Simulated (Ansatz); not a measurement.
Geometry optimisation, UKS LDA/def2-SVP (Ansatz).

Input file:

```yaml
crystal:
  periodic: [false, false, false]
  atoms:
    - { symbol: Ga, position_ang: [0.0, 0.0, 0.0] }
    - { symbol: H, position_ang: [0.0, 0.0, 1.82] }
    - { symbol: C, position_ang: [1.7147, 0.0, -0.99] }
    - { symbol: H, position_ang: [2.0443, -1.0462, -1.1602] }
    - { symbol: H, position_ang: [1.5782, 0.508, -1.9674] }
    - { symbol: H, position_ang: [2.4842, 0.5381, -0.3982] }
    - { symbol: C, position_ang: [-1.7147, 0.0, -0.99] }
    - { symbol: H, position_ang: [-2.2748, -0.9305, -0.7608] }
    - { symbol: H, position_ang: [-2.3188, 0.8797, -0.6846] }
    - { symbol: H, position_ang: [-1.513, 0.0508, -2.0803] }
    - { symbol: H, position_ang: [0.0, 0.0, 2.78] }
magnetization:
  spin_polarized: true
  initial_magnetization: 1
basis:
  gaussian: { orbitals: def2-SVP }
hamiltonian:
  xc: lda
relax:
  f_tol: 0.15
  max_steps: 25
  restrain:
    - { distance: [1, 10], at: 1.86, k: 30.0 }
    - { distance: [0, 1], at: 1.57, k: 30.0 }
output:
  orbitals: {}
```

Command:

```bash
$ ansatz run input.yaml --threads 4 --pin off --max-ram 5120MiB --backend cpu --events-out ev --progress --plain --runs-dir out
```

Where does it end, and by what steps?

The run converged. The restraints hold the end off the free minimum; the threshold counts their pulls, which the force column leaves out. Restrained pairs: H2–H11 (0.96 → 1.85 Å), Ga1–H2 (1.82 → 1.58 Å). After 3 steps the energy has risen by 0.547 eV (the restraints' own energy left out); H11 moved furthest, 0.58 Å.

```tsv
step	energy less start (eV)	largest force component (eV/Å)	accepted
0	0.0000	1.229	yes
1	0.3685	0.982	yes
2	0.5512	1.376	yes
3	0.5469	0.492	yes
```

```xyz
11
Properties=species:S:1:pos:R:3
Ga 0.001 0.008 -0.067
H -0.006 -0.005 1.511
C 1.703 0.016 -1.013
H 2.035 -1.034 -1.171
H 1.617 0.495 -2.012
H 2.490 0.529 -0.424
C -1.694 0.001 -1.024
H -2.263 -0.920 -0.774
H -2.314 0.863 -0.696
H -1.563 0.052 -2.126
H -0.005 -0.005 3.364
```

The run took 7.9 s on 4 threads of Intel(R) Xeon(R) Platinum 8259CL CPU @ 2.50GHz (Skylake/Cascade Lake) (shared host), peak memory 0.18 GiB.
